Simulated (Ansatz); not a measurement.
Basis-set extrapolation for `N[SiH2][SiH](N)F` (PBE0-D4/def2-TZVP geometry, frozen core, Ansatz). Multiplicity 1, RHF reference.

```tsv
	def2-TZVPP	def2-QZVPP
HF	-790.527158	-790.556239
MP2 correlation	-0.924355	-0.999504
CCSD(T) correlation	-1.002352	not run
```

Energies in hartree. Use E(X) = E(∞) + A·exp(−7.88·√X) for Hartree–Fock and E(X) = E(∞) + B·X^(−2.97) for correlation, with X = 3 and 4, and add CCSD(T) minus MP2 of the smaller set to the MP2 limit.

Task: What is the CCSD(T) energy at the basis-set limit?

Result: HF limit: -790.556239 + (-0.029081) × 0.13774 = -790.56024. MP2 limit: -0.999504 + (-0.075149) × 0.74074 = -1.05517. Higher-order term: -1.002352 − (-0.924355) = -0.07800. Total: -791.69341 hartree, 4.46 eV below CCSD(T)/def2-TZVPP.
